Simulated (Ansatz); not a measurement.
Basis-set extrapolation for `[AlH2][SiH2]C[SiH3]` (PBE0-D4/def2-TZVP geometry, frozen core, Ansatz 0.2.0). Multiplicity 1, RHF reference.

|  | def2-TZVPP | def2-QZVPP |
| --- | --- | --- |
| HF | -862.916029 | -862.943038 |
| MP2 correlation | -0.522245 | -0.557704 |
| CCSD(T) correlation | -0.614058 | not run |

Energies in hartree. Use E(X) = E(∞) + A·exp(−7.88·√X) for Hartree–Fock and E(X) = E(∞) + B·X^(−2.97) for correlation, with X = 3 and 4, and add CCSD(T) minus MP2 of the smaller set to the MP2 limit.

Problem. What is the CCSD(T) energy at the basis-set limit?

Solution. HF limit: -862.943038 + (-0.027009) × 0.13774 = -862.94676. MP2 limit: -0.557704 + (-0.035459) × 0.74074 = -0.58397. Higher-order term: -0.614058 − (-0.522245) = -0.09181. Total: -863.62254 hartree, 242.7 kJ/mol below CCSD(T)/def2-TZVPP.
